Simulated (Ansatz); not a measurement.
Reaction (formal exchange of groups at a C–C bond): `NCCS` + `FC[SiH3]` → `FC[SiH2]CS` + CH₃NH₂

Gas-phase electronic energies from Ansatz, PBE0-D4/def2-TZVP geometries. CBS: MP2 limit from def2 TZ/QZ plus the TZ coupled-cluster correction, frozen cores. Functionals use def2-TZVPP. Each species was taken in one conformer, which may not be the lowest.

Task: Is it downhill or uphill in electronic energy at CCSD(T)/CBS, and by how much? (An estimate is asked.)

Result: Ansatz gave: Downhill: ΔE = -0.26 eV.

Task: What do these levels give: PBE-D4, ωB97M-V, B2PLYP, CCSD(T)/def2-TZVPP, HF/def2-QZVPP, MP2/def2-QZVPP? (Estimate.)

Result: Computed: PBE-D4 -0.27, ωB97M-V -0.27, B2PLYP -0.25, CCSD(T)/def2-TZVPP -0.24, HF/def2-QZVPP -0.21, MP2/def2-QZVPP -0.26 eV.

Largest T1 diagnostic among the species: 0.011.
